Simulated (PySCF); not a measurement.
A geometry optimisation, step by step.

Species: C2H4BBr.
Numbering: `[BH2:1]/[CH:2]=[CH:3]\[Br:4]` (hydrogens: H5, H6 on B1; H7 on C2; H8 on C3)

Computed by this run: PBE0-D3(BJ)/def2-SVP geometry optimisation, gas phase (PySCF 2.14.0); density fitting, grid level 1; the optimiser is geomeTRIC in internal coordinates, started from a GFN2-xTB structure with every atom displaced at random (about 0.01 Å). The frame can shift and turn from step to step; on so coarse a grid that alone can change the energy by a few meV, and forces under 0.02 eV/Å are noise.

Step 0: E = -72838.2514 eV, largest atomic force 2.019 eV/Å
```
atom  x, y, z in Å  |  force x, y, z in eV/Å
B1     -1.316    0.107    0.027   -0.233   0.795  -0.248
C2      0.031   -0.574    0.045   -0.350  -0.479  -0.008
C3      1.219    0.000   -0.059    1.862   0.778  -0.062
Br4     1.575    1.858   -0.210   -0.188  -0.370   0.004
H5     -2.285   -0.464    0.361   -0.708  -0.518   0.258
H6     -1.439    1.241   -0.347    0.072   0.177  -0.017
H7      0.083   -1.651    0.160    0.051  -0.492   0.091
H8      2.188   -0.538   -0.030   -0.508   0.109  -0.019
```

Step 1: E = -72838.3205 eV, largest atomic force 0.309 eV/Å
```
atom  x, y, z in Å  |  force x, y, z in eV/Å
B1     -1.333    0.135    0.047    0.033  -0.090   0.039
C2      0.040   -0.569    0.090    0.035   0.070   0.057
C3      1.249    0.007   -0.078   -0.210  -0.173  -0.146
Br4     1.566    1.789   -0.523    0.042   0.114   0.036
H5     -2.331   -0.481    0.339    0.010  -0.009  -0.033
H6     -1.424    1.298   -0.254    0.013   0.048  -0.018
H7      0.103   -1.642    0.316   -0.013   0.043   0.036
H8      2.181   -0.557    0.000    0.089  -0.002   0.029
```

Step 2: E = -72838.3234 eV, largest atomic force 0.087 eV/Å
```
atom  x, y, z in Å  |  force x, y, z in eV/Å
B1     -1.335    0.133    0.050   -0.003   0.000  -0.033
C2      0.038   -0.565    0.092    0.018   0.061   0.041
C3      1.245    0.003   -0.100    0.010  -0.061   0.062
Br4     1.586    1.798   -0.498   -0.039  -0.014  -0.015
H5     -2.331   -0.487    0.342    0.004  -0.002  -0.006
H6     -1.431    1.292   -0.271    0.010   0.009   0.008
H7      0.101   -1.633    0.336   -0.001  -0.008  -0.019
H8      2.179   -0.562   -0.015    0.001   0.015  -0.038
```

Step 3: E = -72838.3228 eV, largest atomic force 0.092 eV/Å
```
atom  x, y, z in Å  |  force x, y, z in eV/Å
B1     -1.326    0.137    0.051   -0.050   0.003  -0.026
C2      0.040   -0.572    0.101    0.029  -0.042   0.042
C3      1.246   -0.007   -0.099   -0.027   0.064   0.033
Br4     1.542    1.798   -0.494    0.088  -0.001  -0.026
H5     -2.330   -0.474    0.331   -0.002  -0.003  -0.001
H6     -1.406    1.298   -0.270   -0.003  -0.025   0.019
H7      0.097   -1.641    0.344   -0.005  -0.016  -0.014
H8      2.189   -0.560   -0.027   -0.029   0.020  -0.026
```

Step 4: E = -72838.3245 eV, largest atomic force 0.040 eV/Å
```
atom  x, y, z in Å  |  force x, y, z in eV/Å
B1     -1.331    0.135    0.051   -0.019   0.007  -0.025
C2      0.039   -0.567    0.101    0.020  -0.007   0.034
C3      1.245   -0.003   -0.098   -0.007   0.025   0.029
Br4     1.565    1.798   -0.497    0.020  -0.010  -0.017
H5     -2.332   -0.482    0.331   -0.001  -0.002  -0.003
H6     -1.417    1.296   -0.268    0.001  -0.008   0.014
H7      0.099   -1.636    0.343   -0.002  -0.010  -0.013
H8      2.184   -0.561   -0.026   -0.012   0.005  -0.020
```

Step 5: E = -72838.3250 eV, largest atomic force 0.039 eV/Å
```
atom  x, y, z in Å  |  force x, y, z in eV/Å
B1     -1.332    0.135    0.052   -0.007   0.003  -0.001
C2      0.039   -0.565    0.109   -0.004   0.003   0.011
C3      1.245    0.000   -0.092    0.017   0.000  -0.036
Br4     1.570    1.795   -0.508   -0.002  -0.004   0.008
H5     -2.334   -0.487    0.318   -0.003  -0.002  -0.009
H6     -1.417    1.298   -0.256    0.001  -0.003   0.009
H7      0.099   -1.636    0.343    0.002   0.003   0.010
H8      2.183   -0.561   -0.030   -0.004  -0.001   0.008
```

Step 6: E = -72838.3252 eV, largest atomic force 0.022 eV/Å
```
atom  x, y, z in Å  |  force x, y, z in eV/Å
B1     -1.334    0.135    0.053    0.008   0.007  -0.001
C2      0.040   -0.563    0.112   -0.005  -0.015   0.003
C3      1.246    0.000   -0.093    0.002   0.011  -0.019
Br4     1.574    1.793   -0.512   -0.004   0.001   0.003
H5     -2.335   -0.490    0.311    0.001  -0.003  -0.007
H6     -1.420    1.300   -0.249    0.000   0.004   0.006
H7      0.099   -1.633    0.347    0.000   0.001   0.011
H8      2.183   -0.563   -0.031   -0.001  -0.006   0.004
```

Task: Summarise the path.

Result: The energy falls by 1.70 kcal/mol from step 0 to step 6; nine tenths of that is first reached at step 1. It rises by more than 0.2 meV at step 3. The largest force goes from 2.019 to 0.022 eV/Å. Among the bonds B1–H5 changes most, from 1.174 to 1.208 Å; the atoms move by 0.101 Å rms after alignment.

Task: Follow the three bonds and two angles with the largest change from start to end.

Result: 
| step | E above end (kcal/mol) | largest force (eV/Å) | B1–H5 (Å) | B1–C2 (Å) | C3–Br4 (Å) | Br4–C3–H8 (°) | C2–C3–H8 (°) |
| --- | --- | --- | --- | --- | --- | --- | --- |
| 0 | 1.70 | 2.019 | 1.174 | 1.510 | 1.898 | 108.3 | 124.9 |
| 1 | 0.11 | 0.309 | 1.209 | 1.544 | 1.865 | 111.4 | 122.4 |
| 2 | 0.04 | 0.087 | 1.209 | 1.541 | 1.870 | 110.8 | 122.4 |
| 3 | 0.05 | 0.092 | 1.208 | 1.540 | 1.871 | 111.4 | 123.3 |
| 4 | 0.02 | 0.040 | 1.208 | 1.541 | 1.871 | 111.0 | 123.0 |
| 5 | 0.00 | 0.039 | 1.208 | 1.541 | 1.871 | 110.8 | 122.9 |
| 6 | 0.00 | 0.022 | 1.208 | 1.541 | 1.871 | 110.8 | 122.9 |

The cost below is that of the whole optimisation. The run took 23 s wall on one thread, Arm Neoverse V1 (aarch64), on a shared host, and the process peaked at 0.38 GiB of memory.
